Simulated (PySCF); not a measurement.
Sn(H)2(F)(vinyl) (C2H5FSn), SMILES C=[CH][SnH2][F]. Heavy atoms are numbered as in [SnH2:1]([F:2])[CH:3]=[CH2:4]. Hydrogens are named by the atom that carries them.

The structure is a stationary point at PBE0-D3(BJ)/def2-SVP. The def2 effective core potentials stand for the cores of Sn; spin–orbit coupling is left out. The values are those of a single conformer.

All values below come from PBE0/def2-TZVP (PySCF).

ESP charges are fitted to the potential on shells at 1.4 to 2.0 van der Waals radii. Atomic charges (e), one atom of each kind:

| atom | ESP fit | Mulliken |
|---|---|---|
| Sn1 (SnH2) | 0.64 | 0.84 |
| F2 | -0.38 | -0.51 |
| C3 (CH) | -0.25 | -0.38 |
| C4 (CH2) | -0.37 | -0.25 |
| H on Sn1 | -0.09 | -0.06 |
| H on C3 | 0.17 | 0.14 |
| H on C4 | 0.18 | 0.14 |
